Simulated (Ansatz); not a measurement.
A nudged elastic band was laid between two geometries of Cl2FH3OSiTi + ClH (11 atoms, charge 0, multiplicity 1).

Computed with RKS PBE/def2-SVP (Ansatz 0.2.0).

```yaml
movable_images: 5
climbing_image: yes
spring: 5.0 eV/Å²
optimiser: quadratic models (default)
start_path: through a guess of the saddle point
force_threshold: 0.05 eV/Å
iteration_limit: 60
end_points: relaxed
```

Image 0:

```xyz
11
Properties=species:S:1:pos:R:3
Ti -0.083 -0.091 0.084
F 0.385 0.492 1.688
Cl 1.703 -0.580 -1.089
Cl -1.292 1.421 -0.943
O -1.044 -1.542 0.282
Si -2.009 -2.943 0.309
H -2.101 -3.418 1.728
H -3.365 -2.585 -0.221
H -1.354 -3.978 -0.557
Cl 2.113 3.192 1.674
H 1.443 2.119 1.982
```

Image 6:

```xyz
11
Properties=species:S:1:pos:R:3
Ti 0.486 0.171 -0.424
F -1.279 0.421 1.862
Cl 2.014 -0.182 -1.950
Cl -0.937 1.615 -1.250
O -0.276 -1.367 -0.101
Si -1.467 -2.325 0.673
H -1.039 -2.558 2.090
H -2.794 -1.638 0.583
H -1.501 -3.626 -0.074
Cl 1.584 0.923 1.395
H -0.395 0.651 2.132
```

Which bonds break or form, and what moves?

Bonds broken: Ti1–F2, Cl10–H11. Bonds formed: Ti1–Cl10, F2–H11. Cl2FH3OSiTi + ClH becomes Cl3H3OSiTi + FH.

Give the energies along the band, and the barrier.

It converged. The highest image is number 3 of 0 to 6, 45.2 kJ/mol above the first end and 27.7 kJ/mol above the last; the last end lies 17.5 kJ/mol above the first. A vibrational analysis at the climbing image gives one clearly imaginary mode, 243i cm⁻¹, and a faint second one (23i cm⁻¹) that may be numerical noise or a soft torsion: probably a first-order saddle point. The orbitals stay closed-shell, which can raise the energy where a bond breaks towards radicals; this wasn't checked here.

| image | path coordinate (Å) | energy (kJ/mol) | Ti1–F2 (Å) | Cl10–H11 (Å) | Ti1–Cl10 (Å) |
| --- | --- | --- | --- | --- | --- |
| 0 | 0.00 | 0.0 | 1.77 | 1.30 | 4.26 |
| 1 | 1.04 | 1.7 | 1.77 | 1.30 | 3.90 |
| 2 | 2.08 | 9.9 | 1.79 | 1.31 | 3.27 |
| 3 | 3.12 | 45.2 | 2.02 | 1.55 | 2.57 |
| 4 | 4.04 | 34.4 | 2.27 | 1.86 | 2.37 |
| 5 | 4.96 | 20.5 | 2.53 | 2.05 | 2.29 |
| 6 | 5.88 | 17.5 | 2.90 | 2.13 | 2.25 |

What is the geometry of the highest image?


```xyz
11
Properties=species:S:1:pos:R:3
Ti 0.160 0.210 -0.043
F -0.173 0.137 1.945
Cl 1.982 -0.334 -1.133
Cl -1.070 1.564 -1.239
O -0.750 -1.291 -0.113
Si -1.713 -2.574 0.456
H -1.286 -2.915 1.853
H -3.146 -2.131 0.431
H -1.503 -3.742 -0.461
Cl 1.383 2.080 1.222
H 0.512 1.082 2.017
```

The run took 3.5 min on 4 threads of Intel(R) Xeon(R) Platinum 8488C (Sapphire Rapids) (shared host), peak memory 0.3 GiB.
